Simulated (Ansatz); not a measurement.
The cluster HfGe10. Charge 0, multiplicity 1. Geometry PBE-D4/def2-SVP.

```xyz
11

Hf   -1.5024   -1.4683    1.7048
Ge    0.0818   -2.4537   -0.0778
Ge    2.1607    1.1334    1.4676
Ge   -0.4196    1.1133    2.0077
Ge    0.2951    1.3455   -2.7699
Ge   -2.5221    0.8108    0.5196
Ge   -1.2213   -0.4709   -1.3884
Ge    1.0204   -1.0707    2.1837
Ge   -0.5565    2.2537   -0.4897
Ge    1.0774   -1.6391   -2.2814
Ge    1.5866    0.4460   -0.8761
```

In the def2 sets Hf takes a core potential; there is no spin–orbit coupling. Single mean-field runs in def2-TZVP are fitted with def2-universal-jkfit. At HF/def2-TZVP the restricted singlet is unstable: a solution with broken spin symmetry lies lower. The restricted singlet is unstable towards broken spin symmetry in Hartree–Fock (as tested in another run); at PBE-D4/def2-SVP, PBE-D4/def2-TZVP, r2SCAN-D4/def2-TZVP, PBE0-D4/def2-SVP this wasn't settled. Another isomer (singlet) lies 0.32 eV lower at PBE0-D4/def2-TZVP; other spin states weren't run for this one.

Task: Estimate the orbital energies around the gap (eV) in Ansatz with HF/def2-TZVP, PBE-D4/def2-SVP, PBE-D4/def2-TZVP, r2SCAN-D4/def2-TZVP, PBE0-D4/def2-SVP.

Result: 
```json
{"orbital": "HOMO−9", "HF/def2-TZVP": "-8.97", "PBE-D4/def2-SVP": "-6.44", "PBE-D4/def2-TZVP": "-6.35", "r2SCAN-D4/def2-TZVP": "-6.63", "PBE0-D4/def2-SVP": "-7.32"}
{"orbital": "HOMO−8", "HF/def2-TZVP": "-8.76", "PBE-D4/def2-SVP": "-6.38", "PBE-D4/def2-TZVP": "-6.30", "r2SCAN-D4/def2-TZVP": "-6.57", "PBE0-D4/def2-SVP": "-7.24"}
{"orbital": "HOMO−7", "HF/def2-TZVP": "-8.44", "PBE-D4/def2-SVP": "-6.30", "PBE-D4/def2-TZVP": "-6.22", "r2SCAN-D4/def2-TZVP": "-6.48", "PBE0-D4/def2-SVP": "-7.08"}
{"orbital": "HOMO−6", "HF/def2-TZVP": "-8.34", "PBE-D4/def2-SVP": "-6.19", "PBE-D4/def2-TZVP": "-6.10", "r2SCAN-D4/def2-TZVP": "-6.36", "PBE0-D4/def2-SVP": "-7.00"}
{"orbital": "HOMO−5", "HF/def2-TZVP": "-8.11", "PBE-D4/def2-SVP": "-6.01", "PBE-D4/def2-TZVP": "-5.93", "r2SCAN-D4/def2-TZVP": "-6.16", "PBE0-D4/def2-SVP": "-6.79"}
{"orbital": "HOMO−4", "HF/def2-TZVP": "-7.83", "PBE-D4/def2-SVP": "-5.70", "PBE-D4/def2-TZVP": "-5.62", "r2SCAN-D4/def2-TZVP": "-5.87", "PBE0-D4/def2-SVP": "-6.48"}
{"orbital": "HOMO−3", "HF/def2-TZVP": "-7.50", "PBE-D4/def2-SVP": "-5.46", "PBE-D4/def2-TZVP": "-5.38", "r2SCAN-D4/def2-TZVP": "-5.61", "PBE0-D4/def2-SVP": "-6.19"}
{"orbital": "HOMO−2", "HF/def2-TZVP": "-7.37", "PBE-D4/def2-SVP": "-5.18", "PBE-D4/def2-TZVP": "-5.11", "r2SCAN-D4/def2-TZVP": "-5.35", "PBE0-D4/def2-SVP": "-5.99"}
{"orbital": "HOMO−1", "HF/def2-TZVP": "-6.30", "PBE-D4/def2-SVP": "-4.61", "PBE-D4/def2-TZVP": "-4.53", "r2SCAN-D4/def2-TZVP": "-4.72", "PBE0-D4/def2-SVP": "-5.28"}
{"orbital": "HOMO", "HF/def2-TZVP": "-6.16", "PBE-D4/def2-SVP": "-4.42", "PBE-D4/def2-TZVP": "-4.35", "r2SCAN-D4/def2-TZVP": "-4.54", "PBE0-D4/def2-SVP": "-5.10"}
{"orbital": "LUMO", "HF/def2-TZVP": "-0.71", "PBE-D4/def2-SVP": "-3.48", "PBE-D4/def2-TZVP": "-3.42", "r2SCAN-D4/def2-TZVP": "-3.46", "PBE0-D4/def2-SVP": "-3.00"}
{"orbital": "LUMO+1", "HF/def2-TZVP": "-0.36", "PBE-D4/def2-SVP": "-3.33", "PBE-D4/def2-TZVP": "-3.27", "r2SCAN-D4/def2-TZVP": "-3.32", "PBE0-D4/def2-SVP": "-2.85"}
{"orbital": "LUMO+2", "HF/def2-TZVP": "-0.24", "PBE-D4/def2-SVP": "-3.25", "PBE-D4/def2-TZVP": "-3.21", "r2SCAN-D4/def2-TZVP": "-3.19", "PBE0-D4/def2-SVP": "-2.75"}
{"orbital": "LUMO+3", "HF/def2-TZVP": "0.10", "PBE-D4/def2-SVP": "-3.09", "PBE-D4/def2-TZVP": "-3.05", "r2SCAN-D4/def2-TZVP": "-2.99", "PBE0-D4/def2-SVP": "-2.50"}
{"orbital": "LUMO+4", "HF/def2-TZVP": "0.16", "PBE-D4/def2-SVP": "-2.88", "PBE-D4/def2-TZVP": "-2.85", "r2SCAN-D4/def2-TZVP": "-2.85", "PBE0-D4/def2-SVP": "-2.38"}
{"orbital": "LUMO+5", "HF/def2-TZVP": "0.74", "PBE-D4/def2-SVP": "-2.69", "PBE-D4/def2-TZVP": "-2.65", "r2SCAN-D4/def2-TZVP": "-2.60", "PBE0-D4/def2-SVP": "-2.15"}
```
